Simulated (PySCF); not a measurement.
Computed IR spectrum (relative IR intensity) of a molecule C₂H₄ClNSi. Coordinates come from a PBE-D3(BJ)/def2-SVP optimisation. Other conformers were not sampled. Level of theory: PBE-D3(BJ)/def2-SVP (PySCF 2.14.0). Frequencies are harmonic and unscaled.

Lines under 2 % of the strongest are left out, and lines within 2 cm⁻¹ are merged.

ν (cm⁻¹): 100 (w), 174 (vw), 332 (w), 434 (w), 586 (s), 609 (w), 690 (m), 712 (s), 788 (s), 814 (m), 878 (w), 928 (w), 1089 (w), 1218 (w), 1363 (vw), 1558 (w), 2142 (vs), 3001 (w), 3071 (w) (against the strongest line: vs over 80 %, s over 45 %, m over 15 %, w over 4 %, vw less)

Which structure fits?
A. Cl[Si@H]1C=NC1
B. C#C[Si@@H](N)Cl
C. N#CC[SiH2]Cl

A, Cl[Si@H]1C=NC1
